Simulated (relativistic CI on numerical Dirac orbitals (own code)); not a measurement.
**Nb⁺ (4d4) in a crystal field**

Calculated by Dirac-Coulomb-Breit CI, separate exchange-only KLI orbitals for each configuration, model QED, valence Slater integrals scaled by 0.65, one configuration in a parametric crystal field (own radial code).

Field parameters in Wybourne normalisation: D3d B²₀ = −7Dσ, B⁴₀ = −14Dq − 21Dτ, B⁴₃ = −14√(10/7) Dq; D4h B²₀ = −7Ds, B⁴₀ = 21(Dq − Dt), B⁴₄ = 21√(5/14) Dq; Td as Oh with Dq negative (B⁴₀ = 21Dq, B⁴₄ = √(5/14) B⁴₀). The field is a parameter set, without covalency.

S and J are read from ⟨S²⟩ = S(S + 1) and ⟨J²⟩ = J(J + 1) of each level; they are not fictitious spins.

Td, 10Dq = -4600 cm⁻¹, the lowest 10 levels:

```
E (cm⁻¹)  Degeneracy  Irrep     S     J
     0.0           1     A1  1.98  2.03
    60.5           3     T1  1.99  2.20
     112           3     T2  1.99  2.34
     383           2      E  1.99  3.14
     412           3     T1  2.00  3.22
     611           3     T2  2.00  3.74
    3658           1     A1  0.65  4.09
    4650           3     T1  1.04  3.77
    4808           2      E  1.25  3.86
    4873           3     T2  1.47  3.76
```

D4h, 10Dq = 9150, Ds = -140, Dt = 860 cm⁻¹, the lowest 16 levels:

| E (cm⁻¹) | Degeneracy | Irrep | S | J |
| --- | --- | --- | --- | --- |
| 0.0 | 1 | A1 | 1.99 | 2.86 |
| 1.7 | 1 | A2 | 1.99 | 2.86 |
| 31.2 | 2 | E | 2.00 | 2.91 |
| 41.4 | 1 | B1 | 2.00 | 2.92 |
| 3267 | 1 | A1 | 1.70 | 2.43 |
| 3396 | 2 | E | 1.78 | 2.53 |
| 3715 | 1 | B2 | 1.99 | 2.62 |
| 3717 | 1 | B1 | 1.99 | 2.64 |
| 4114 | 1 | A1 | 1.41 | 2.97 |
| 4132 | 2 | E | 1.52 | 3.09 |
| 4165 | 1 | A2 | 1.74 | 3.06 |
| 4328 | 2 | E | 1.72 | 3.57 |
| 4330 | 1 | A1 | 1.71 | 3.93 |
| 4425 | 1 | B2 | 1.76 | 3.78 |
| 4428 | 2 | E | 1.85 | 3.42 |
| 4454 | 1 | B1 | 1.77 | 3.85 |

D3d, 10Dq = 15750, Dσ = -530, Dτ = 0 cm⁻¹, the lowest 10 levels:

```csv
E (cm⁻¹),Degeneracy,Irrep,S,J
0.0,1,A1,1.00,4.31
78.4,1,A2,1.01,4.26
253,2,E,1.00,4.08
476,2,E,1.00,3.82
1657,1,A1,1.00,3.97
1659,2,E,1.01,3.99
4628,1,A1,0.03,4.46
5459,2,E,0.02,4.55
6529,2,E,0.04,4.67
6672,1,A2,2.00,2.96
```

D4h, 10Dq = 10850, Ds = 2300, Dt = 1160 cm⁻¹, the lowest 16 levels:

| E (cm⁻¹) | Degeneracy | Irrep | S | J |
| --- | --- | --- | --- | --- |
| 0.0 | 1 | A1 | 2.00 | 2.90 |
| 0.5 | 1 | A2 | 2.00 | 2.90 |
| 25.7 | 2 | E | 2.00 | 2.95 |
| 34.2 | 1 | B1 | 2.00 | 2.97 |
| 7528 | 1 | B2 | 1.00 | 3.93 |
| 7574 | 1 | B1 | 1.00 | 4.07 |
| 7723 | 2 | E | 1.00 | 4.29 |
| 7773 | 1 | A1 | 0.99 | 4.48 |
| 7903 | 1 | A2 | 1.00 | 4.57 |
| 8761 | 2 | E | 1.00 | 4.81 |
| 8819 | 1 | B2 | 1.00 | 4.90 |
| 9071 | 2 | E | 1.00 | 4.53 |
| 9106 | 1 | A1 | 1.00 | 4.53 |
| 10077 | 1 | A2 | 1.03 | 4.35 |
| 10119 | 2 | E | 1.02 | 4.31 |
| 10170 | 1 | A1 | 0.96 | 3.68 |

Td, 10Dq = -11200 cm⁻¹, the lowest 16 levels:

| E (cm⁻¹) | Degeneracy | Irrep | S | J |
| --- | --- | --- | --- | --- |
| 0.0 | 1 | A1 | 0.04 | 4.58 |
| 6473 | 1 | A1 | 1.10 | 3.49 |
| 6575 | 3 | T1 | 1.09 | 3.65 |
| 6889 | 3 | T2 | 1.07 | 3.95 |
| 6918 | 2 | E | 1.03 | 3.96 |
| 8619 | 3 | T2 | 1.95 | 2.49 |
| 8642 | 3 | T1 | 1.95 | 2.66 |
| 8698 | 3 | T1 | 1.86 | 3.22 |
| 8700 | 1 | A1 | 1.93 | 2.40 |
| 8708 | 2 | E | 1.87 | 3.32 |
| 8857 | 3 | T2 | 1.77 | 3.84 |
| 9123 | 1 | A2 | 1.00 | 3.86 |
| 9442 | 3 | T2 | 1.32 | 3.99 |
| 9565 | 3 | T1 | 1.10 | 4.27 |
| 9742 | 2 | E | 1.18 | 4.19 |
| 10417 | 3 | T1 | 0.29 | 5.08 |

The free-ion ground term has S = 2. The field overcomes the spin-pairing energy for D3d, 10Dq = 15750, Dσ = -530, Dτ = 0 cm⁻¹; Td, 10Dq = -11200 cm⁻¹, where the ground state has lower spin; these fields are assumed values.

Levels of this model without a field, named by their leading LS term (the scale mimics covalency, so terms lie below those of the real free ion): 5D_0 0, 5D_1 122, 5D_2 347, 5D_3 654, 5D_4 1025, 3H_4 8224, 3P_0 8412, 3H_5 8506 cm⁻¹.
